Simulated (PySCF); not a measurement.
Ions at one geometry of [Yb(H2CO)]2+

PySCF 2.14.0, RKS PBE0, Yb def2-SVP with ECP28, O def2-SVP, C def2-SVP, H def2-SVP; non-relativistic Hamiltonian with scalar-relativistic core potentials where named; density fitting; no spin-orbit coupling; singlets restricted, open shells unrestricted. The geometry is relaxed for charge +2, singlet, vacuum:

```xyz
5

Yb    0.0000    0.0000   -0.1710
O     0.0000    0.0000    2.0189
C     0.0000    0.0000    3.2508
H     0.9555    0.0000    3.8109
H    -0.9555    0.0000    3.8109
```

Energies count from the relaxed state; an electron taken off or put on is at rest in vacuum. Charges and spins are Mulliken's.

```json
{"state": "charge +2, singlet, vacuum", "energy (eV)": "0.00", "spin squared": "0.00", "charge on Yb1 (e)": "1.74", "spin on Yb1 (e)": "0.00", "dipole about the centre of mass (D)": "3.02"}
{"state": "charge +1, doublet, vacuum", "energy (eV)": "-10.20", "spin squared": "0.75", "charge on Yb1 (e)": "0.81", "spin on Yb1 (e)": "1.00", "dipole about the centre of mass (D)": "4.90"}
```

Q: What does the state charge +3, doublet, vacuum give?

A: energy (eV) 20.80, spin squared 0.76, charge on Yb1 (e) 2.18, spin on Yb1 (e) 0.35, dipole about the centre of mass (D) 9.98.

With an electron taken off (doublet) the charges change, summed by element, by Yb +0.44 e, O +0.18 e, C +0.12 e, H +0.26 e. The vertical ionisation energy is 20.80 eV, against −ε(HOMO) = 18.00 eV of the relaxed state. The level lies 2.8 eV too high, as is usual for semilocal functionals and global hybrids, which keep a self-interaction error.

With an electron put on (doublet) the charges change, summed by element, by Yb -0.93 e, O +0.06 e, C -0.04 e, H -0.08 e. The vertical electron affinity is 10.20 eV, against −ε(LUMO) = 11.82 eV of the relaxed state.

Open shells may have lower solutions than those found.
